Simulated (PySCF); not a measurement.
C5H7O2: g tensor and hyperfine couplings

Species: C₅H₇O₂ (doublet state).
Geometry (GFN2-xTB, Å), atoms numbered from 1 in this order:
```xyz
14
C5H7O2 angstrom
C     -1.8189   -0.3988    1.2384
C     -0.5957   -0.6588    0.6660
C      0.0164   -1.8879    0.6325
O      0.0598    0.4614    0.1383
C      0.5942    0.4177   -1.0924
C      1.2214    1.7462   -1.4262
O      0.5518   -0.5321   -1.8242
H     -2.2313    0.5920    1.2222
H     -2.3687   -1.1812    1.7235
H     -0.4857   -2.7438    1.0408
H      0.9810   -2.0288    0.1844
H      1.7101    2.1605   -0.5493
H      0.4370    2.4319   -1.7405
H      1.9279    1.6214   -2.2407
```

The hyperfine couplings belong to this conformer and change with its torsions.

The species is `O=C(OC(=C)[CH2])C` [radical].

Method used: UKS B3LYP, pcH-1 on C H O, non-relativistic, mean-field spin-orbit, GIAO in PySCF. Isolated species at its GFN2-xTB geometry (one conformer only). A GFN2-xTB geometry isn't a minimum of the functional, and hyperfine couplings can be far from their values at a DFT geometry. Stability of the SCF solution: not tested. ⟨S²⟩ is 0.778 where a pure state has 0.75.

* g1, g2, g3: 2.00210, 2.00275, 2.00284
* g_iso: 2.00256
* Form of g: close to axial: the two nearest values differ by 13 % of g3 − g1
* ⟨S²⟩: 0.7784 (exact 0.7500)
* α and β electrons: 27, 26
* HOMO–LUMO gap, α and β orbitals: 5.53, 5.18 eV
* Basis functions: 245

Isotropic coupling and dipolar principal values T1 to T3, in G; ρ(0) is the spin density at the nucleus (MHz turned into gauss with g_iso; 10 G = 1 mT):

```json
{"atom": "C1", "isotope": "13C", "a_iso": "19.6", "T1": "-18.7", "T2": "-18.1", "T3": "36.8", "Mulliken spin population": "0.68", "ρ(0) (bohr⁻³)": "0.0490"}
{"atom": "C2", "isotope": "13C", "a_iso": "-19.8", "T1": "-11.4", "T2": "4.8", "T3": "6.6", "Mulliken spin population": "-0.26", "ρ(0) (bohr⁻³)": "-0.0494"}
{"atom": "C3", "isotope": "13C", "a_iso": "20.2", "T1": "-19.2", "T2": "-18.7", "T3": "37.9", "Mulliken spin population": "0.69", "ρ(0) (bohr⁻³)": "0.0503"}
{"atom": "O4", "isotope": "17O", "a_iso": "2.0", "T1": "-1.0", "T2": "-0.5", "T3": "1.4", "Mulliken spin population": "0.00", "ρ(0) (bohr⁻³)": "-0.0093"}
{"atom": "C5", "isotope": "13C", "a_iso": "-2.2", "T1": "-0.5", "T2": "0.1", "T3": "0.4", "Mulliken spin population": "0.00", "ρ(0) (bohr⁻³)": "-0.0056"}
{"atom": "C6", "isotope": "13C", "a_iso": "0.3", "T1": "-0.1", "T2": "0.0", "T3": "0.1", "Mulliken spin population": "0.00", "ρ(0) (bohr⁻³)": "0.0007"}
{"atom": "O7", "isotope": "17O", "a_iso": "-1.5", "T1": "-1.3", "T2": "0.5", "T3": "0.8", "Mulliken spin population": "0.00", "ρ(0) (bohr⁻³)": "0.0070"}
{"atom": "H8", "isotope": "1H", "a_iso": "-15.1", "T1": "-9.1", "T2": "-0.2", "T3": "9.3", "Mulliken spin population": "-0.03", "ρ(0) (bohr⁻³)": "-0.0094"}
{"atom": "H9", "isotope": "1H", "a_iso": "-14.3", "T1": "-7.9", "T2": "-0.6", "T3": "8.5", "Mulliken spin population": "-0.03", "ρ(0) (bohr⁻³)": "-0.0090"}
{"atom": "H10", "isotope": "1H", "a_iso": "-14.7", "T1": "-8.1", "T2": "-0.7", "T3": "8.8", "Mulliken spin population": "-0.03", "ρ(0) (bohr⁻³)": "-0.0092"}
{"atom": "H11", "isotope": "1H", "a_iso": "-15.3", "T1": "-9.3", "T2": "-0.4", "T3": "9.6", "Mulliken spin population": "-0.03", "ρ(0) (bohr⁻³)": "-0.0096"}
{"atom": "H12", "isotope": "1H", "a_iso": "0.0", "T1": "-0.2", "T2": "-0.2", "T3": "0.4", "Mulliken spin population": "0.00", "ρ(0) (bohr⁻³)": "0.0000"}
{"atom": "H13", "isotope": "1H", "a_iso": "-0.2", "T1": "-0.2", "T2": "-0.1", "T3": "0.3", "Mulliken spin population": "0.00", "ρ(0) (bohr⁻³)": "-0.0001"}
{"atom": "H14", "isotope": "1H", "a_iso": "0.0", "T1": "-0.2", "T2": "-0.1", "T3": "0.3", "Mulliken spin population": "0.00", "ρ(0) (bohr⁻³)": "0.0000"}
```

The largest Mulliken spin populations are on C3 (+0.69), C1 (+0.68) and C2 (-0.26). The positive populations add up to 1.38 and the negative ones to -0.38, together 2S = 1. The angles at C3 add up to 360.0°, so it is planar; its axial dipolar tensor and the negative couplings of its protons fit spin in a p orbital normal to that plane.

Axes: g3 points within 11° of the C1–H8 bond.

Under fast tumbling the dipolar parts average out, and these isotropic splittings remain: 1 × 1H (H11, I = 1/2, 2 lines) with 1.53 mT, 1 × 1H (H8, I = 1/2, 2 lines) with 1.51 mT, 1 × 1H (H10, I = 1/2, 2 lines) with 1.47 mT and 1 × 1H (H9, I = 1/2, 2 lines) with 1.43 mT.

H8 and H9 aren't averaged: C1 is flat or nearly so (angle sum 360°), and its turn about the short C1–C2 bond (1.38 Å) is taken as slow.

The 17O coupling of O4 (5.6 MHz) shows only in satellite lines or after enrichment, since that isotope makes up about 0.038 % of natural oxygen.

The 13C coupling of C3 (56.5 MHz) shows only in satellite lines or after enrichment, since that isotope makes up about 1.07 % of natural carbon.

β density exceeds α density at some nuclei, such as C2 (-0.0494), H11 (-0.0096) and H8 (-0.0094), spin density in bohr⁻³. In a single determinant that takes different orbitals for the two spins, that is spin polarisation.

Time: 60 s (with the writing of density and orbital grids); peak memory 0.89 GiB. Hardware: one thread of an Arm Neoverse V1, shared host with 32 logical CPUs at a one-minute load of 29.
